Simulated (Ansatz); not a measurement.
Ansatz (an electronic-structure program) input (B3LYP/def2-TZVPD):

Ansatz 0.2 input:
```yaml
crystal:
  periodic: [false, false, false]
  atoms:
    - {symbol: Be, position_ang: [-0.00000000, -0.00000000, -1.33525805]}
    - {symbol: H, position_ang: [-0.00000000, -0.00000000, -2.65794029]}
    - {symbol: Cl, position_ang: [0.00000000, 0.00000000, 0.47052779]}
basis:
  gaussian:
    orbitals: def2-TZVPD
hamiltonian:
  xc: {name: B3LYP}
magnetization: {spin_polarized: true, initial_magnetization: 2}
```

Output:

```
Functional definition: B3LYP
integrals: 0.01 GiB planned
504 factors; their error is unknown
mean field: 0.20 GiB planned
mean field evaluation 1: about -12933.8448 eV, gradient 1.2e1 eV
mean field evaluation 2: about -12929.2892 eV, gradient 2.9e1 eV
mean field evaluation 4: about -12935.1090 eV, gradient 9.5e0 eV
mean field evaluation 8: about -12935.9116 eV, gradient 1.2e-1 eV
mean field evaluation 16: about -12935.9314 eV, gradient 1.4e-3 eV
mean field evaluation 32: about -12936.1041 eV, gradient 2.7e-5 eV
mean field evaluation 64: about -12935.9314 eV, gradient 3.0e-6 eV
mean field evaluation 96: about -12935.0968 eV, gradient 1.3e-1 eV
mean field evaluation 128: about -12936.0681 eV, gradient 5.1e-1 eV
mean field evaluation 160: about -12935.6065 eV, gradient 6.2e0 eV
mean field -12936.10407439 eV, -475.3930563277 hartree, gradient 1.5e-5 eV, S^2 2.004853; 14 other end points of the search recorded, 0 dependent functions left out
reference -12936.10431840 eV, -475.3930652948 hartree; 12, 10 occupied and 65, 67 virtual orbitals, 504 factors
Total energy: -12936.10431840 eV, -475.3930652948 hartree
```

This state (charge 0, triplet) is run at the relaxed geometry of the species with charge 0 and multiplicity 1, and is a spin state other than that species' own.
